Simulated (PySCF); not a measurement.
**Radial density of H (hydrogen, neutral)**

UHF, 1s1, 2S determinant. All numbers are calculated (PySCF 2.14, scalar relativity by spin-free X2C-1e, in x2c-QZVPPall (4s3p2d1f, 30 functions)).

```csv
r (bohr),4πr²ρ (e/bohr),4πr²(ρα − ρβ)
0.0328,0.004021,0.0040
0.0552,0.01093,0.0109
0.0928,0.02858,0.0286
0.156,0.07136,0.0714
0.263,0.1630,0.1630
0.442,0.3228,0.3228
0.743,0.4995,0.4995
1.25,0.5127,0.5127
2.10,0.2639,0.2639
3.53,0.04253,0.0425
5.95,0.0009958,0.0010
```

Densities and radii are taken from the X2C orbitals without a picture-change correction, which distorts them close to the nucleus.
